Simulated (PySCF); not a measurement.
# sulfuric acid in clusters of hydrogen fluoride

Gas-phase clusters of one sulfuric acid with n hydrogen fluoride, each in one structure from a short search with a few starts, optimised by PBE0-D3(BJ)/def2-SVPD; other arrangements may lie lower. Binding energies from relaxed separate molecules, wB97M-D3(BJ)/def2-SVPD, counterpoise-corrected, in kcal/mol (PySCF).

Frequency runs check only 1 of the 3 structures; these show no clear imaginary mode.

Question: How does binding build up with each further hydrogen fluoride?

Answer: 
```csv
n,binding energy,gain of the last molecule
1,-10.6,-10.6
2,-22.1,-11.5
3,-29.7,-7.6
```

The energies hold the contacts among the hydrogen fluoride molecules too.
